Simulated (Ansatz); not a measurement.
`[OH][Ti]([SH])([SH])[SH]` and `[OH][Hf]([SH])([SH])[SH]` differ in one element.

Ansatz, PBE0-D4/def2-TZVP geometries, multiplicity 1. Each molecule was computed in one conformer, which needn't be the lowest.

Elements past krypton have def2 core potentials. Scalar relativity is left out up to krypton.

```
                                          property  `[OH][Ti]([SH])([SH])[SH]`
                HOMO energy (PBE0/def2-TZVPP) / eV                       -7.54
             HOMO–LUMO gap (B3LYP/def2-TZVPP) / eV                        4.39
                 LUMO energy (PBE/def2-TZVPP) / eV                       -3.58
size of the dipole moment (ωB97M-V/def2-TZVPP) / D                        2.35
               HOMO energy (B3LYP/def2-TZVPP) / eV                       -7.29
    size of the dipole moment (PBE/def2-TZVPP) / D                        2.27
```

Problem. Give the same properties after the change, and the shifts. (Best estimate.)

Solution. Computed: 
```
                                          property  `[OH][Hf]([SH])([SH])[SH]`  shift
                HOMO energy (PBE0/def2-TZVPP) / eV                       -7.53   0.01
             HOMO–LUMO gap (B3LYP/def2-TZVPP) / eV                        5.59   1.20
                 LUMO energy (PBE/def2-TZVPP) / eV                       -2.32   1.26
size of the dipole moment (ωB97M-V/def2-TZVPP) / D                        1.94  -0.41
               HOMO energy (B3LYP/def2-TZVPP) / eV                       -7.26   0.03
    size of the dipole moment (PBE/def2-TZVPP) / D                        1.83  -0.44
```

Dipoles are sizes alone; their direction can turn.

B3LYP here is the variant with VWN-RPA as its local correlation; programs differ in this.
